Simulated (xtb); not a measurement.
boric acid (BH3O3), SMILES OB(O)O. All values are semi-empirical tight-binding results from xtb (GFN2-xTB unless named), good for trends rather than for accurate numbers. Geometry optimised at GFN2-xTB. The values are those of a single conformer.

Optimised geometry:

```xyz
7

O     -0.5864    -1.2467     0.0000
B     -0.0378    -0.0136     0.0000
O      1.3307     0.0888     0.0000
O     -0.8816     1.0494     0.0000
H      0.0628    -1.9492     0.0000
H      1.7064     0.9674     0.0000
H     -0.4820     1.9174     0.0000
```

Computed properties:
The point group as xtb finds it is Cs, the orbital gap is 9.11 eV and the dipole moment is 3.25 D. The zero-point energy comes out as 28.6 kcal/mol, the G − E(el) at 298.15 K (modified RRHO) is 12.0 kcal/mol and the static polarisability (D4 model) is 31.6 bohr³. The solvation energy, GFN2-xTB/ALPB(water) is -13.4 kcal/mol and the solvation energy, GFN2-xTB/ALPB(hexane) is -2.5 kcal/mol.

Computed IR lines (harmonic; lines under 4 % of the strongest left out, lines within 3 cm⁻¹ merged):
ν (cm⁻¹): 473 (w), 521 (m), 594 (s), 905 (m), 953 (m), 1263 (vs), 1353 (s) (against the strongest line: vs over 80 %, s over 45 %, m over 15 %, w over 4 %, vw less)

Computed atomic charges and the Wiberg bond orders between heavy atoms:
charges (e) O1 -0.47, B2 0.55, O3 -0.52, O4 -0.49, H5 0.32, H6 0.30, H7 0.30. Bond orders O1–B2 1.15, B2–O3 1.08, B2–O4 1.12.
